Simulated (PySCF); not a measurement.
CH8AlNO2Si, SMILES C[N]([SiH3])[Al]([OH])[OH]. Atoms are numbered in the order given.

```xyz
14

Si     0.6058    -2.0165     0.0000
N     -0.4326    -0.6259     0.0000
C     -1.8726    -0.8790     0.0000
Al     0.1590     1.0610     0.0000
O      1.7972     1.5035     0.0000
O     -1.0418     2.2614     0.0000
H      0.3971    -2.8839     1.2050
H      2.0194    -1.5230     0.0000
H      0.3971    -2.8839    -1.2050
H     -2.4367     0.0660     0.0000
H     -2.1922    -1.4517    -0.8903
H     -2.1922    -1.4517     0.8903
H      2.5412     0.9006     0.0000
H     -0.8618     3.2019     0.0000
```

Geometry: PBE0-D3(BJ)/def2-SVP. The structure was generated by enumeration; whether it is a known compound was not checked. The values are those of a single conformer.

These are PBE/pcSseg-1 in PySCF values and carry that method's errors.

GIAO shieldings, no solvent; atoms listed in one row are averaged. δ = σ(ref) − σ: ²⁹Si against TMS (σ = 335.4 ppm); ¹⁵N against NH3 (σ = 267.0 ppm); ¹³C against TMS (σ = 182.0 ppm); ¹⁷O against H2O (σ = 334.3 ppm); ¹H against TMS (σ = 31.49 ppm), references at their B3LYP-D3(BJ)/def2-TZVP geometries, non-relativistic.

Computed chemical shifts:
```tsv
nucleus	atoms	count	δ (ppm)
²⁹Si	Si1	1	-50.9
¹⁵N	N2	1	21.1
¹³C	C3	1	38.4
¹⁷O	O5	1	20.9
¹⁷O	O6	1	5.6
¹H	H7, H8, H9	3	5.00
¹H	H10, H11, H12	3	3.23
¹H	H13	1	1.54
¹H	H14	1	1.28
```
